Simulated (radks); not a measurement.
Problem. Numerical settings for neutral carbon, [He] 2s2 2p2. Method: Dirac Kohn-Sham, LDA (Slater exchange, Perdew-Wang correlation), spin-unpolarised, spherical densities, finite nucleus; open shells fill j = l - 1/2 first; Fermi nuclear charge, rms radius 2.4702 fm; computed with a radial shooting solver on a logarithmic mesh with Libxc functionals. The defaults (mesh step 0.008 in ln r, mesh end at 40 bohr or more with all orbitals vanishing there, Anderson mixing 0.5 over 9 steps, residual threshold near 1e-9 with the energy settled to 1e-9 hartree or 1e-11 of itself, here a cap of 73 iterations) give E = -37.4410 hartree and 2p1/2 at -5.418 eV in 13 iterations. Run on one thread of a shared host, so times are rough (Arm Neoverse N1): 0.05 s of CPU time, 0.05 s wall, 13 iterations on 2208 mesh points. One setting is changed at a time: mesh step in ln r 0.2; mesh step in ln r 0.012; mesh step in ln r 0.02; mesh end (bohr) 8; mesh end (bohr) 12; residual threshold 0.01; residual threshold 1e-16; mixing 0.2; linear mixing, mixing 1; linear mixing, mixing 0.05; mixing history 3; iteration cap 5. Which runs fail to converge, and which converge to a wrong energy?

Solution. Not converged within the cap: mesh step in ln r 0.2; residual threshold 1e-16; linear mixing, mixing 1; linear mixing, mixing 0.05; iteration cap 5. No run marked as converged misses the energy by more than 1 mhartree.
